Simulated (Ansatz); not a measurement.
Ansatz (an electronic-structure program) input (B3LYP/6-31G**): The .json file is the Basis Set Exchange's 6-31G**.

Ansatz 0.2 input:
```yaml
crystal:
  periodic: [false, false, false]
  atoms:
    - {symbol: O, position_ang: [1.13736079, -0.02253897, -0.15269099]}
    - {symbol: Si, position_ang: [-0.41275669, 0.00817956, 0.05541270]}
    - {symbol: H, position_ang: [-1.11644648, 1.35398731, -0.12016426]}
    - {symbol: H, position_ang: [-0.94388921, -0.41235085, 1.42590805]}
    - {symbol: H, position_ang: [-1.25995700, -0.87583855, -0.85999361]}
basis:
  gaussian:
    orbitals: 6-31G__.json
hamiltonian:
  xc: {name: B3LYP}
total_charge: -1
output: {forces: true}
```

What final total energy does it give?

-366.55528 Eh.
